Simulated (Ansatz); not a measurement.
Reaction: H2GeOBr (SMILES [O][GeH2][Br], doublet) → H2GeOBr (SMILES [Br][GeH][OH], doublet)
Each species at its own B3LYP-D3(BJ)/def2-TZVP minimum (Ansatz, an electronic-structure program), one conformer.

Quantity: isomerisation energy (electronic), in kJ/mol. Radicals and triplets start from unrestricted determinants; spin-orbit coupling is neglected. Cores are frozen in correlated methods (noble-gas shells, and filled d and f shells in the p block). No relativity. CBS(X,Y): correlation extrapolated as X^-3, Hartree-Fock from the larger set. A bracket is a step between two methods taken in the basis named. Double hybrids freeze cores in their MP2 part. Spin-orbit terms, left out, reach several kcal/mol for Br and I, and more for heavier atoms.

CCSD(T)/CBS(cc-pVTZ,cc-pVQZ) + [CCSDT(Q) - CCSD(T)]/cc-pVDZ (Ansatz) gives -153.8 kJ/mol.

Problem. What does PBE/def2-TZVPD (Ansatz) give here, and how do the other levels compare?

Solution. PBE gives -159.7 kJ/mol, 5.9 kJ/mol below it. Differences of the others: r2SCAN/def2-TZVPD (Ansatz) 9.2; B3LYP/def2-TZVPD (Ansatz) 7.5; PBE0/def2-TZVPD (Ansatz) 7.4; wB97M-V/def2-TZVPD (Ansatz) 4.7; B2PLYP/def2-TZVPD (Ansatz) 2.3; CCSD(T)/CBS(cc-pVTZ,cc-pVQZ) (Ansatz) 0.4 kJ/mol.
